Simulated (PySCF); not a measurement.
# Electron correlation in Li (lithium, neutral)

[He] 2s1, 2S determinant. Computed with PySCF 2.14 in dyall-acv3z, with the spin-free X2C one-electron Hamiltonian (Gaussian nucleus). Frozen: nothing; 3 electrons correlated; the 5 highest virtual orbitals of each spin left out.

MP2 pair energies summed by pair of shells (mhartree):

| pair | energy | share (%) |
| --- | --- | --- |
| 1s-1s | -36.60 | 95.1 |
| 1s-2s | -1.89 | 4.9 |

Total MP2 correlation energy: -38.50 mhartree.

Same-spin part -0.52 and opposite-spin part -37.97 mhartree; SCS-MP2 scales them by 1/3 and 6/5 to -45.74 mhartree.
